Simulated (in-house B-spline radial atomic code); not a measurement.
## PBE excitations of the calcium ion Ca⁸⁺

Method: PBE. Computed with an all-electron radial atomic-structure program (B-spline basis): linear response of the closed shell [Ne] 3s2 with the functional's adiabatic kernel; non-relativistic, point nucleus, no spin-orbit coupling, no double excitations, S, P, D and F terms only.

Command:
```bash
python run_td.py task.json out
```
Settings (radii: box in bohr, nucleus in fm):
```
Z                        20
electrons                12
configuration            [Ne] 3s2
hamiltonian              nr
method                   pbe,pbe
box_radius               11.59
intervals                50
```

Cost of the run: 0.3 s on 1 thread of Arm Neoverse N1, with other jobs on the host.

The lowest states, in the order of their Tamm-Dancoff energies; the method's threshold (minus the highest occupied level) is 177.92 eV. Labels give the largest channel, * marks a mixed state, and oscillator strengths are full-response dipole values. Semilocal kernels can invert the small singlet-triplet splittings of Rydberg terms. Energies in eV:

```json
{"state": "3s → 3p 3P", "full response": "?", "Tamm-Dancoff": "?", "oscillator strength": "-"}
{"state": "3s → 3p 1P", "full response": "25.986", "Tamm-Dancoff": "26.861", "oscillator strength": "1"}
{"state": "3s → 3d 3D", "full response": "47.10", "Tamm-Dancoff": "47.28", "oscillator strength": "-"}
{"state": "3s → 3d 1D", "full response": "51.27", "Tamm-Dancoff": "51.28", "oscillator strength": "-"}
{"state": "3s → 4s 3S", "full response": "93.00", "Tamm-Dancoff": "93.01", "oscillator strength": "-"}
{"state": "3s → 4s 1S", "full response": "94.89", "Tamm-Dancoff": "94.93", "oscillator strength": "-"}
{"state": "3s → 4p 3P", "full response": "100.62", "Tamm-Dancoff": "100.63", "oscillator strength": "-"}
{"state": "3s → 4p 1P", "full response": "101.29", "Tamm-Dancoff": "101.31", "oscillator strength": "0.281"}
{"state": "3s → 4d 3D", "full response": "111.35", "Tamm-Dancoff": "111.36", "oscillator strength": "-"}
{"state": "3s → 4d 1D", "full response": "111.62", "Tamm-Dancoff": "111.63", "oscillator strength": "-"}
{"state": "3s → 4f 3F", "full response": "?", "Tamm-Dancoff": "?", "oscillator strength": "-"}
{"state": "3s → 4f 1F", "full response": "115.66", "Tamm-Dancoff": "115.67", "oscillator strength": "-"}
{"state": "3s → 5s 3S", "full response": "129.48", "Tamm-Dancoff": "129.48", "oscillator strength": "-"}
{"state": "3s → 5s 1S", "full response": "130.03", "Tamm-Dancoff": "130.04", "oscillator strength": "-"}
{"state": "3s → 5p 3P", "full response": "132.96", "Tamm-Dancoff": "132.96", "oscillator strength": "-"}
{"state": "3s → 5p 1P", "full response": "133.13", "Tamm-Dancoff": "133.14", "oscillator strength": "0.0923"}
```

Problem. Where does 3s → 4f 3F lie?

Solution. At 114.87 eV in full response, 114.91 eV in Tamm-Dancoff.

Problem. Where does 3s → 3p 3P lie?

Solution. At 16.696 eV in full response, 17.103 eV in Tamm-Dancoff.

Problem. How large is the singlet-triplet splitting of 3s → 3p (P terms) in Tamm-Dancoff?

Solution. 9.76 eV, from the unrounded values.

Problem. What polarisabilities and dispersion coefficient does the method give?

Solution. Dipole 1.153 bohr³, quadrupole 0.6636 bohr⁵, C6 1.031 hartree·bohr⁶ for two such species.
